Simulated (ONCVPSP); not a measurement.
# Before and after: ONCV potential for P

ONCVPSP 4.0.1 input, shortened (lines: element, Z, core and valence counts, functional; n l f; lmax; l rc ep ncon nbas qcut; lloc lpopt rc5 dvloc0; l nproj debl; icmod fcfact rcfact), PBE, scalar-relativistic:

```
  P 15.00    3    2        4      upf
    1    0    2.00
    2    0    2.00
    2    1    6.00
    3    0    2.00
    3    1    3.00
    2
    0    1.40    0.00    3    6    5.60
    1    1.45    0.00    4    8    6.60
    2    1.50    0.26    3    6    6.60
    4    5    1.20    6.00
    0    3    3.40
    1    3    0.30
    2    1    1.40
    0    0.00    0.00
```

Change: all radii scaled by about 1.28 (s 1.80, p 1.86, d 1.92 bohr); local potential polynomial inside 1.54 bohr (lpopt 5, dvloc0 6 Ha).

Cutoffs: the cutoffs (Ha) at which the residual kinetic energy of the hardest occupied pseudo-wave falls to 1 and 0.1 mHa per electron; they do not see the model core or the augmentation charge, which bear on the density cutoff. Errors are all-electron minus pseudo energies relative to the spin-unpolarised reference configuration.

Q: What does the change do?

A: The potential gets neither clearly harder nor softer (11 Ha and 13 Ha → 10 Ha and 13 Ha); the bound ghosts move from p, s to p; of the 4 tests that both files solve, the error grows in 2 and shrinks in 0 by more than 15 % and 0.3 meV (median size 0.6 → 1.5 meV).

| quantity | base | changed |
| --- | --- | --- |
| cutoff, loose | 11 Ha | 10 Ha |
| cutoff, tight | 13 Ha | 13 Ha |
| loose cutoff by channel | s 11 Ha, p 4.4 Ha | s 10 Ha, p 7.2 Ha |
| bound ghosts | s, p | p |
| GHOST(+) flags under 300 eV | none | none |
| error for 3s2 3p2, meV [ΔE 9.73 eV] | -1.0 | -0.8 |
| error for 3s2 3p1, meV [ΔE 28.88 eV] | +0.1 | +2.2 |
| error for 3s2 3p0, meV [ΔE 58.62 eV] | +21 | +29 |
| error for 3s2 3p2.5, meV [ΔE 3.77 eV] | -0.3 | -0.3 |

 A true bound ghost makes a file unfit for plane-wave use even where its test errors are small: the radial tests pick states by their node count and pass the ghost by.
